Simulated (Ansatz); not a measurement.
Born–Oppenheimer molecular dynamics of BClFH₄P (8 atoms, charge 0, multiplicity 1). It starts at the highest image of a converged band. Of that band: Neighbouring images differ by up to 2.1 eV, so the band resolves the path poorly. A vibrational analysis at the climbing image gives one clearly imaginary mode, 1556i cm⁻¹: a first-order saddle point.

Computed with RHF/def2-mTZVP (Ansatz).

| Quantity | Value |
| --- | --- |
| ensemble | NVE (velocity Verlet) |
| time step | 0.5 fs |
| steps asked | 200 |
| starting velocities drawn for | 100 K |
| seed | 11285 |

First frame:

```xyz
8
Properties=species:S:1:pos:R:3
B -0.068 -0.322 0.173
H -0.177 0.357 1.277
F 1.144 -0.127 -0.348
Cl -1.544 0.074 -0.792
P -0.240 -2.390 0.949
H -0.756 -2.730 -0.304
H 1.112 -2.634 0.672
H -0.217 -0.656 1.411
```

Question: How far do the bonds stretch over the last three quarters of this one trajectory? (Pairs bonded in most of those frames.)

Answer: 
| bond | mean (Å) | spread (Å) | shortest | longest |
| --- | --- | --- | --- | --- |
| B1–H2 | 1.185 | 0.035 | 1.13 | 1.25 |
| B1–F3 | 1.317 | 0.024 | 1.27 | 1.36 |
| B1–Cl4 | 1.798 | 0.085 | 1.64 | 1.90 |
| P5–H6 | 1.404 | 0.011 | 1.38 | 1.42 |
| P5–H7 | 1.404 | 0.015 | 1.37 | 1.43 |
| P5–H8 | 1.446 | 0.139 | 1.24 | 1.64 |

Mean temperature of the second half: 3308 K. The conserved energy stayed within 0.7 meV per atom of its start (net change -0.039 meV per atom), so the integration is sound. The kinetic energy rose, since the run started high on the potential surface and went downhill. It ends in pieces (BClFH + H3P), so much of that is their flight and rotation, not heat. A run of 0.1 ps of so small a system gives no equilibrium averages. The orbitals stay closed-shell, which can raise the energy where a bond breaks towards radicals; this wasn't checked here.

Time of the run: 4.8 min on 2 threads of Arm Neoverse N1 (shared host), peak memory 0.16 GiB.
